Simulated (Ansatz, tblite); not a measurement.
Removing and adding an electron: `Cc1cc(-c2sc(-c3sc(C(F)(F)F)cc3C)cc2C)sc1-c1cc(C)c(-c2cc(C)c(-c3cc(C)c(C(F)(F)F)s3)s2)s1`. Charge 0, multiplicity 1. Geometry: PBE-D4/def2-SVP. Ansatz, gas phase; energy differences of separate SCF runs; the oxidised species was run as a doublet alone; the reduced species was run as a doublet alone.

Cartesian coordinates in Å:
```
C 1.178 1.479 -2.336
C 0.434 0.176 -2.269
C 0.145 -0.612 -3.411
C -0.552 -1.795 -3.153
C -0.996 -2.783 -4.102
S -0.798 -2.446 -5.813
C -1.482 -3.990 -6.274
C -1.582 -4.355 -7.670
S -0.465 -3.651 -8.823
C -1.215 -4.497 -10.138
C -0.726 -4.334 -11.542
F -1.478 -5.064 -12.397
F -0.774 -3.040 -11.950
F 0.563 -4.733 -11.685
C -2.257 -5.294 -9.703
C -2.485 -5.227 -8.297
C -3.583 -5.976 -7.599
C -1.865 -4.700 -5.137
C -1.602 -4.037 -3.908
C -1.927 -4.635 -2.569
S -0.856 -1.932 -1.430
C -0.055 -0.411 -1.086
C 0.009 0.033 0.282
C -0.556 -0.575 1.407
C -0.318 0.092 2.633
C -0.843 -0.398 3.952
C 0.458 1.254 2.460
C 0.941 2.215 3.417
C 1.790 3.302 3.187
C 2.092 4.081 4.333
C 3.012 5.268 4.306
C 1.458 3.585 5.484
C 1.526 4.059 6.847
C 1.803 5.339 7.334
C 1.774 5.443 8.755
C 2.047 6.708 9.519
C 1.471 4.218 9.343
C 1.321 3.934 10.802
F 1.109 2.615 11.030
F 0.278 4.612 11.353
F 2.425 4.301 11.504
S 1.242 2.954 8.175
S 0.491 2.173 5.112
S 0.860 1.488 0.768
H 0.585 2.315 -1.907
H 1.420 1.739 -3.384
H 2.131 1.439 -1.768
H 0.450 -0.319 -4.426
H -2.857 -5.906 -10.391
H -3.208 -6.899 -7.108
H -4.368 -6.284 -8.317
H -4.058 -5.358 -6.810
H -2.292 -5.709 -5.182
H -2.693 -4.042 -2.026
H -1.035 -4.683 -1.909
H -2.319 -5.664 -2.684
H -1.143 -1.502 1.341
H -1.373 -1.362 3.829
H -0.028 -0.550 4.690
H -1.556 0.322 4.406
H 2.206 3.521 2.193
H 3.673 5.292 5.196
H 2.448 6.226 4.293
H 3.649 5.251 3.401
H 1.980 6.201 6.680
H 1.363 6.816 10.382
H 3.082 6.716 9.920
H 1.930 7.596 8.869
```

The xTB rows come from tblite. Single mean-field runs in def2-SVP are fitted with def2-universal-jkfit.

(1) Estimate orbital energies and vertical ionisation energies and electron affinities at: GFN1-xTB; GFN2-xTB; PBE-D4/def2-SVP; PBE0-D4/def2-SVP.

Results:

(1) 
```tsv
level	−HOMO (eV)	vertical IE (eV)	−LUMO (eV)	vertical EA (eV)	HOMO–LUMO gap (eV)	IE − EA (eV)
GFN1-xTB	10.44	11.85	8.99	7.64	1.45	4.21
GFN2-xTB	9.76	11.16	8.35	7.05	1.41	4.11
PBE-D4/def2-SVP	4.50	5.89	2.94	1.68	1.56	4.20
PBE0-D4/def2-SVP	5.26	6.20	2.48	1.63	2.78	4.57
```

 Raw xTB energy differences between charge states are shifted by several eV; the methods need an empirical correction for them. Sets without diffuse functions give affinities that are too small.
